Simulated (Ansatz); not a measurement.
Geometry optimisation, Ansatz 0.2.0, RKS r2SCAN-D4/def2-SVP.

Input file:

```yaml
crystal:
  periodic: [false, false, false]
  atoms:
    - { symbol: B, position_ang: [0.0, 0.0, 0.0] }
    - { symbol: O, position_ang: [0.0, 0.0, 1.76] }
    - { symbol: H, position_ang: [-0.9095, -0.2814, 2.0971] }
    - { symbol: O, position_ang: [1.2211, 0.0, -0.705] }
    - { symbol: H, position_ang: [1.5209, -0.9519, -0.8599] }
    - { symbol: Cl, position_ang: [-1.6108, 0.0, -0.93] }
    - { symbol: F, position_ang: [0.0726, 1.5356, 0.5108] }
    - { symbol: H, position_ang: [0.0505, 1.068, 1.4702] }
basis:
  gaussian: { orbitals: def2-SVP }
hamiltonian:
  xc: r2scan
  dispersion: d4
relax:
  f_tol: 0.15
  max_steps: 25
  restrain:
    - { distance: [0, 6], at: 2.52, k: 30.0 }
    - { distance: [7, 1], at: 2.21, k: 30.0 }
    - { distance: [0, 1], at: 1.41, k: 30.0 }
    - { distance: [7, 6], at: 0.92, k: 30.0 }
```

Run as:

```bash
$ ansatz run input.yaml --threads 2 --pin off --max-ram 3072MiB --backend cpu --events-out ev --progress --plain --runs-dir out
```

Task: Where does it end, and by what steps?

Result: The run converged. The restraints hold the end off the free minimum; the threshold counts their pulls, which the force column leaves out. Restrained pairs: B1–F7 (1.62 → 2.53 Å), O2–H8 (1.11 → 2.21 Å), B1–O2 (1.76 → 1.39 Å), F7–H8 (1.07 → 0.93 Å). After 11 steps the energy has fallen by 2.241 eV (the restraints' own energy left out); H8 moved furthest, 0.72 Å.

```tsv
step	energy less start (eV)	largest force component (eV/Å)	accepted
0	0.0000	4.900	yes
1	-0.6415	2.513	yes
2	-1.0213	2.509	yes
3	-1.4751	1.886	yes
4	-1.8337	0.850	yes
5	-1.8890	1.316	yes
6	-1.9185	0.774	yes
7	-2.0064	0.677	yes
8	-2.0346	1.388	yes
9	-2.1730	0.506	yes
10	-2.2267	0.584	yes
11	-2.2411	0.525	yes
```

```xyz
8
Properties=species:S:1:pos:R:3
B -0.177 -0.297 -0.016
O -0.051 -0.498 1.351
H -0.905 -0.525 1.802
O 0.909 -0.346 -0.812
H 1.712 -0.560 -0.318
Cl -1.768 -0.152 -0.784
F 0.136 2.106 0.700
H 0.489 1.642 1.420
```

The run took 34 s on 2 threads of AMD EPYC 7R43 64-Core Processor (Zen 3), on a shared host, peak memory 0.18 GiB.
